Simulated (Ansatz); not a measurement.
Total energies of C$_{2}$H$_{10}$BNSi, SMILES `CBN[SiH2]C`.

```xyz
15

C     0.297    1.962   -0.377
B    -1.112    1.289   -0.230
N    -1.293    0.006    0.316
Si   -0.073   -1.090    0.922
C     0.985   -1.797   -0.440
H     0.287    2.962    0.068
H     1.134    1.410    0.061
H     0.519    2.119   -1.439
H    -2.094    1.878   -0.603
H    -2.243   -0.331    0.360
H     0.788   -0.393    1.913
H    -0.810   -2.181    1.617
H     1.511   -1.004   -0.976
H     1.731   -2.484   -0.031
H     0.374   -2.346   -1.161
```

Total charge 0; spin multiplicity 1. The structure was optimised at the PBE0-D4/def2-TZVP level. It is one conformer, not always the lowest. Basis def2-TZVPP, the Gaussian-basis code of Ansatz.

RPA on PBE orbitals: Hartree–Fock energy of these orbitals -449.73001 Eh, correlation -1.38653 Eh (frozen core).

```json
{"functional": "r2SCANh", "kind": "meta-GGA hybrid, 10 %", "energy without D4 (Eh)": "-451.34188", "D4 term (kJ/mol)": "-8.2"}
{"functional": "r2SCAN0", "kind": "meta-GGA hybrid, 25 %", "energy without D4 (Eh)": "-451.33333", "D4 term (kJ/mol)": "-9.0"}
```

Q: Give the same for LDA (SPW92), PBE, revPBE, BLYP, r2SCAN, B97M-V, PBE0, B3LYP, HSE06 (plane-wave form), BHLYP, CAM-B3LYP, LC-ωPBE, ωB97X-V, ωB97M-V, B2PLYP, PBE-QIDH. (Best estimate.)

A: Ansatz gave: 
| functional | kind | energy without D4 (Eh) | D4 term (kJ/mol) |
| --- | --- | --- | --- |
| LDA (SPW92) | LDA | -448.77937 | – |
| PBE | GGA | -451.08636 | -29.7 |
| revPBE | GGA | -451.35722 | -91.1 |
| BLYP | GGA | -451.38030 | -64.6 |
| r2SCAN | meta-GGA | -451.34824 | -7.8 |
| B97M-V | meta-GGA with VV10 | -451.40989 | – |
| PBE0 | global hybrid, 25 % exact exchange | -451.14875 | -25.2 |
| B3LYP | global hybrid, 20 % | -451.51531 | -47.3 |
| HSE06 (plane-wave form) | screened hybrid | -451.13167 | -23.5 |
| BHLYP | global hybrid, 50 % | -451.38355 | -35.1 |
| CAM-B3LYP | range-separated hybrid | -451.39381 | -25.5 |
| LC-ωPBE | long-range corrected hybrid | -451.28537 | – |
| ωB97X-V | range-separated hybrid GGA with VV10 | -451.38738 | – |
| ωB97M-V | range-separated hybrid meta-GGA with VV10 | -451.36224 | – |
| B2PLYP | double hybrid | -451.20477 | – |
| PBE-QIDH | double hybrid | -451.04560 | – |

B3LYP takes the VWN-RPA correlation (the form of Gaussian; ORCA's B3LYP/G). HSE06 is the plane-wave form, built on full-range PBE exchange. The double hybrids freeze the cores in their second-order part.

LC-ωPBE has ω = 0.4 bohr⁻¹.
